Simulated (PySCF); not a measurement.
C2H4FGa, SMILES C=[CH][GaH][F].

Coordinates come from a B3LYP-D3(BJ)/def2-SVP optimisation. The structure was generated by enumeration; whether it is a known compound was not checked. One conformer was computed; it need not be the lowest.

All values below come from B3LYP-D3(BJ)/def2-SVP (PySCF 2.14.0).

Frequencies are harmonic and unscaled.

Computed normal modes with their intensities:
```
mode  ν (cm⁻¹)  IR (km/mol)  Raman (Å⁴/amu)  depolarisation  moving atoms (share of kinetic energy)
----  --------  -----------  --------------  --------------  --------------------------------------
1           80          1.5             6.0            0.75                  C 44 %, H 28 %, F 21 %
2          119          7.3             1.6            0.65         F 43 %, Ga 23 %, C 19 %, H 15 %
3          285          5.9             6.2            0.53          C 60 %, H 18 %, F 12 %, Ga 9 %
4          411          3.9             2.1            0.75                                  H 93 %
5          523         86.4            10.1            0.75                          H 70 %, C 21 %
6          570         84.7             6.5            0.15                 C 47 %, H 33 %, Ga 18 %
7          631         88.0            16.7            0.46                          H 75 %, C 15 %
8          690         47.5             4.3            0.50                         F 74 %, Ga 19 %
9          999          8.7             3.8            0.62                          H 87 %, C 13 %
10        1001         28.7             0.3            0.75                          H 72 %, C 28 %
11        1048         11.5             0.2            0.75                                  H 93 %
12        1258          5.1             8.6            0.13                          H 72 %, C 28 %
13        1418         14.9            26.3            0.46                          H 80 %, C 20 %
14        1648         12.9            11.9            0.06                          C 81 %, H 19 %
15        1987        145.4           171.8            0.19                                  H 99 %
16        3102         15.5           114.4            0.16                                  H 95 %
17        3143          3.0           153.3            0.34                           H 92 %, C 8 %
18        3189          9.5            95.3            0.60                          H 89 %, C 11 %
```
